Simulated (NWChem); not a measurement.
System: Si$_{2}$H$_{2}$, singlet; SMILES [Si]=[SiH2]

The following NWChem deck was run.

```
start job
memory heap 200 mb stack 900 mb global 1100 mb
geometry units angstroms noautoz
  Si     0.171131     0.985458     0.000000
  Si    -0.242773    -1.192096     0.000000
  H      1.556384     1.579824     0.000000
  H     -0.898896     2.046764     0.000000
end
basis spherical
  * library def2-svpd
end
dft
  xc m06-2x
  iterations 150
  vectors input atomic output neutral.movecs
end
task dft energy
charge 1
dft
  odft
  mult 2
  vectors input atomic output cation.movecs
end
task dft energy
charge -1
dft
  odft
  mult 2
  vectors input atomic output anion.movecs
end
task dft energy
```

Parts of the log:

```
             Northwest Computational Chemistry Package (NWChem) 7.3.0
             --------------------------------------------------------

 C2V symmetry detected

                             Geometry "geometry" -> ""
                             -------------------------

 Output coordinates in angstroms (scale by  1.889725989 to convert to a.u.)

  No.       Tag          Charge          X              Y              Z
 ---- ---------------- ---------- -------------- -------------- --------------
    1 Si                  14.0000     0.00000000     0.00000000     0.97820578
    2 Si                  14.0000     0.00000000     0.00000000    -1.23833611
    3 H                    1.0000     0.00000000     1.24964323     1.82091228
    4 H                    1.0000     0.00000000    -1.24964323     1.82091228

 Effective nuclear repulsion energy (a.u.)      61.3190149411

      Symmetry information
      --------------------

 Group name             C2v
 Group number             16
 Group order               4
 No. of unique centers     3

                                 NWChem DFT Module
                                 -----------------

 Summary of "ao basis" -> "ao basis" (spherical)
 ------------------------------------------------------------------------------
       Tag                 Description            Shells   Functions and Types
 ---------------- ------------------------------  ------  ---------------------
 Si                        def2-svpd                10       24   5s3p2d
 H                         def2-svpd                 4        8   2s2p

      Symmetry analysis of basis
      --------------------------

        a1         30
        a2          6
        b1         12
        b2         16

            General Information
            -------------------
          SCF calculation type: DFT
          Wavefunction type:  closed shell.
          No. of atoms     :     4
          No. of electrons :    30
           Alpha electrons :    15
            Beta electrons :    15
          Charge           :     0
          Spin multiplicity:     1
          Use of symmetry is: on ; symmetry adaption is: on
          Maximum number of iterations: 150
          AO basis - number of functions:    64
                     number of shells:    28
          Convergence on energy requested:  1.00D-06
          Convergence on density requested:  1.00D-05
          Convergence on gradient requested:  5.00D-04

              XC Information
              --------------
                       M06-2X Method XC Functional
                     Hartree-Fock (Exact) Exchange  0.540
                        M06-2X Exchange Functional  1.000
                      M06-2X Correlation Potential  1.000

             Grid Information
             ----------------
          Grid used for XC integration:  medium
          Radial quadrature: Mura-Knowles
          Angular quadrature: Lebedev.
          Tag              B.-S. Rad. Rad. Pts. Rad. Cut. Ang. Pts.
          ---              ---------- --------- --------- ---------
          Si                  1.10       88          11.0       590
          H                   0.35       45          12.0       434
          Grid pruning is: on
          Number of quadrature shells:   221
          Spatial weights used:  Erf1

      Superposition of Atomic Density Guess
      -------------------------------------

 Sum of atomic energies:        -578.47630421

      Non-variational initial energy
      ------------------------------

 Total energy =    -578.678990
 1-e energy   =    -924.014777
 2-e energy   =     284.016772
 HOMO         =      -0.173821
 LUMO         =      -0.101741

      Symmetry analysis of molecular orbitals - initial
      -------------------------------------------------

  Numbering of irreducible representations:

     1 a1          2 a2          3 b1          4 b2

  Orbital symmetries:

     1 a1          2 a1          3 a1          4 a1          5 a1
     6 b2          7 b1          8 a1          9 b2         10 b1
    11 a1         12 a1         13 b2         14 a1         15 b1
    16 b2         17 b1         18 a1         19 a1         20 a1
    21 b2         22 a2         23 a1         24 a1         25 a1

   convergence    iter        energy       DeltaE   RMS-Dens  Diis-err
 ---------------- ----- ----------------- --------- --------- ---------
 d= 0,ls=0.0,diis     1   -579.8346495281 -6.41D+02  1.22D-02  8.95D-02
 d= 0,ls=0.0,diis     2   -579.8447571272 -1.01D-02  6.34D-03  3.63D-02
 d= 0,ls=0.0,diis     3   -579.8513827174 -6.63D-03  2.11D-03  7.89D-03
 d= 0,ls=0.0,diis     4   -579.8535211652 -2.14D-03  5.82D-04  1.53D-04
 d= 0,ls=0.0,diis     5   -579.8535656210 -4.45D-05  2.00D-04  1.15D-05
  Resetting Diis
 d= 0,ls=0.0,diis     6   -579.8535700137 -4.39D-06  2.15D-05  2.87D-07
 d= 0,ls=0.0,diis     7   -579.8535701144 -1.01D-07  1.18D-05  1.04D-08
 d= 0,ls=0.0,diis     8   -579.8535701206 -6.18D-09  2.39D-06  9.45D-10

         Total DFT energy =     -579.853570120605
      One electron energy =     -925.017773559713
           Coulomb energy =      326.241195406401
    Exchange-Corr. energy =      -42.396006908437
 Nuclear repulsion energy =       61.319014941143

 Numeric. integr. density =       30.000011098802

                  Occupations of the irreducible representations
                  ----------------------------------------------

                     irrep           alpha         beta
                     --------     --------     --------
                     a1                9.0          9.0
                     a2                0.0          0.0
                     b1                3.0          3.0
                     b2                3.0          3.0

                       DFT Final Molecular Orbital Analysis
                       ------------------------------------

 Vector   13  Occ=2.000000D+00  E=-4.146903D-01  Symmetry=b2
              MO Center= -2.1D-15, -1.3D-15,  1.5D+00, r^2= 2.2D+00
   Bfn.  Coefficient  Atom+Function         Bfn.  Coefficient  Atom+Function
  ----- ------------  ---------------      ----- ------------  ---------------
    49      0.324230  3 H  s                 57     -0.324230  4 H  s
    10      0.293240  1 Si py                13      0.291125  1 Si py
     7     -0.167685  1 Si py                50      0.108029  3 H  s
    58     -0.108029  4 H  s                 16      0.060107  1 Si d -1
    21      0.035256  1 Si d -1              34      0.032179  2 Si py

 Vector   14  Occ=2.000000D+00  E=-2.999430D-01  Symmetry=a1
              MO Center= -2.5D-16,  1.1D-15, -7.6D-01, r^2= 3.5D+00
   Bfn.  Coefficient  Atom+Function         Bfn.  Coefficient  Atom+Function
  ----- ------------  ---------------      ----- ------------  ---------------
    27      0.337727  2 Si s                 35     -0.324255  2 Si pz
    38     -0.315708  2 Si pz                28      0.267429  2 Si s
    11      0.259357  1 Si pz                14      0.239139  1 Si pz
     3     -0.212644  1 Si s                 26      0.187066  2 Si s
    32      0.170518  2 Si pz                 8     -0.138562  1 Si pz

 Vector   15  Occ=2.000000D+00  E=-2.411153D-01  Symmetry=b1
              MO Center= -3.1D-16, -1.2D-15, -1.4D-01, r^2= 3.2D+00
   Bfn.  Coefficient  Atom+Function         Bfn.  Coefficient  Atom+Function
  ----- ------------  ---------------      ----- ------------  ---------------
    36      0.399897  2 Si px                12      0.373906  1 Si px
    33      0.290565  2 Si px                 9      0.274024  1 Si px
    30     -0.154425  2 Si px                 6     -0.148704  1 Si px
    42     -0.054848  2 Si d  1              18      0.042565  1 Si d  1
    23      0.034300  1 Si d  1              47     -0.030986  2 Si d  1

 Vector   16  Occ=0.000000D+00  E=-9.604036D-02  Symmetry=b2
              MO Center= -1.6D-15, -4.0D-15, -9.1D-01, r^2= 3.1D+00
   Bfn.  Coefficient  Atom+Function         Bfn.  Coefficient  Atom+Function
  ----- ------------  ---------------      ----- ------------  ---------------
    37      0.549867  2 Si py                34      0.371461  2 Si py
    31     -0.201232  2 Si py                21     -0.187055  1 Si d -1
    13      0.108125  1 Si py                49     -0.093063  3 H  s
    57      0.093063  4 H  s                 16     -0.088225  1 Si d -1
    50     -0.057427  3 H  s                 58      0.057427  4 H  s

 Vector   17  Occ=0.000000D+00  E=-3.538174D-02  Symmetry=b1
              MO Center= -3.5D-14, -1.8D-15, -2.9D-02, r^2= 5.0D+00
   Bfn.  Coefficient  Atom+Function         Bfn.  Coefficient  Atom+Function
  ----- ------------  ---------------      ----- ------------  ---------------
    36     -0.475022  2 Si px                12      0.470984  1 Si px
    33     -0.292581  2 Si px                 9      0.283848  1 Si px
    23     -0.166782  1 Si d  1              30      0.150344  2 Si px
     6     -0.149228  1 Si px                47     -0.149214  2 Si d  1
    18     -0.047570  1 Si d  1              42     -0.032457  2 Si d  1

 Vector   18  Occ=0.000000D+00  E= 3.559203D-02  Symmetry=a1
              MO Center=  1.4D-13, -1.2D-13,  7.9D-01, r^2= 9.2D+00
   Bfn.  Coefficient  Atom+Function         Bfn.  Coefficient  Atom+Function
  ----- ------------  ---------------      ----- ------------  ---------------
     5      3.058416  1 Si s                  4     -2.743782  1 Si s
    29     -1.049167  2 Si s                 28      0.311142  2 Si s
    14     -0.307038  1 Si pz                 3     -0.275983  1 Si s
    50      0.262348  3 H  s                 58      0.262348  4 H  s
     2     -0.243844  1 Si s                 24     -0.171990  1 Si d  2

     Multipole analysis of the density
     ---------------------------------

[...]
```

Level: M06-2X/def2-SVPD, vertical spin-unrestricted ions. Low-valent species are run as closed-shell singlets; no triplet was tried in these runs. All runs use the structure optimised with PBE-D3(BJ)/def2-SVP.
